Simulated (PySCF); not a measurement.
## Spinor energies of Ni³⁺ (nickel, charge +3)

Start: [Ar] 3d6 4s1; 3d3/2 filled at m_j = +3/2; 3d5/2 filled at m_j = -3/2, -1/2, +1/2, +3/2, +5/2; 4s1/2 filled at m_j = +1/2. Calculated with PySCF 2.14 in x2c-SVPall-2c with one added diffuse shell each of s, d type (6s5p4d1f, 48 functions): generalised Hartree-Fock with the X2C-1e Hamiltonian and a Gaussian nucleus; one run each with spin-orbit coupling (SO) switched off, then screened by Boettger's factors. This is a chosen level, not necessarily the ground level.

```json
{"spinor shell": "1s1/2", "electrons": "2", "ε, spin-free (eV)": "-8455.8", "ε, screened SO (eV)": "-8455.8", "weight of nominal j (screened SO)": "1.000", "rms radius, screened SO (bohr)": "0.0625"}
{"spinor shell": "2s1/2", "electrons": "2", "ε, spin-free (eV)": "-1107.1", "ε, screened SO (eV)": "-1107.1", "weight of nominal j (screened SO)": "1.000", "rms radius, screened SO (bohr)": "0.265"}
{"spinor shell": "2p1/2", "electrons": "2", "ε, spin-free (eV)": "-956.70", "ε, screened SO (eV)": "-969.28", "weight of nominal j (screened SO)": "0.988", "rms radius, screened SO (bohr)": "0.236"}
{"spinor shell": "2p3/2", "electrons": "4", "ε, spin-free (eV)": "-956.70", "ε, screened SO (eV)": "-950.50", "weight of nominal j (screened SO)": "0.994", "rms radius, screened SO (bohr)": "0.239"}
{"spinor shell": "3s1/2", "electrons": "2", "ε, spin-free (eV)": "-187.26", "ε, screened SO (eV)": "-187.24", "weight of nominal j (screened SO)": "1.000", "rms radius, screened SO (bohr)": "0.789"}
{"spinor shell": "3p3/2", "electrons": "4", "ε, spin-free (eV)": "-140.03", "ε, screened SO (eV)": "-139.02", "weight of nominal j (screened SO)": "0.828", "rms radius, screened SO (bohr)": "0.838"}
{"spinor shell": "3p1/2", "electrons": "2", "ε, spin-free (eV)": "-140.03", "ε, screened SO (eV)": "-142.06", "weight of nominal j (screened SO)": "0.657", "rms radius, screened SO (bohr)": "0.835"}
{"spinor shell": "3d5/2", "electrons": "5", "ε, spin-free (eV)": "-71.671", "ε, screened SO (eV)": "-72.839", "weight of nominal j (screened SO)": "0.584", "rms radius, screened SO (bohr)": "0.921"}
{"spinor shell": "3d3/2", "electrons": "1", "ε, spin-free (eV)": "-71.671", "ε, screened SO (eV)": "-65.869", "weight of nominal j (screened SO)": "0.787", "rms radius, screened SO (bohr)": "0.947"}
{"spinor shell": "4s1/2", "electrons": "1", "ε, spin-free (eV)": "-39.154", "ε, screened SO (eV)": "-39.153", "weight of nominal j (screened SO)": "1.000", "rms radius, screened SO (bohr)": "2.61"}
```

```tsv
quantity	spin-free	screened SO
E (hartree)	-1516.24160	-1516.27065
M_J	9/2	9/2
⟨J²⟩	24.754	24.754
⟨L²⟩	6.003	6.016
⟨S²⟩	8.751	8.742
```

Each row is a mean over spinors that exchange with the open shell spreads, by up to 18.734 eV (3p3/2).

Rows whose weight is well below 1 are mixtures of j = l ± 1/2: exchange outweighs spin-orbit coupling there, and the label is only the starting occupation.

Without spin-orbit coupling the j labels of p, d and f shells carry no meaning; the spin-free column gives the mean over the occupied spinors of each nl shell.
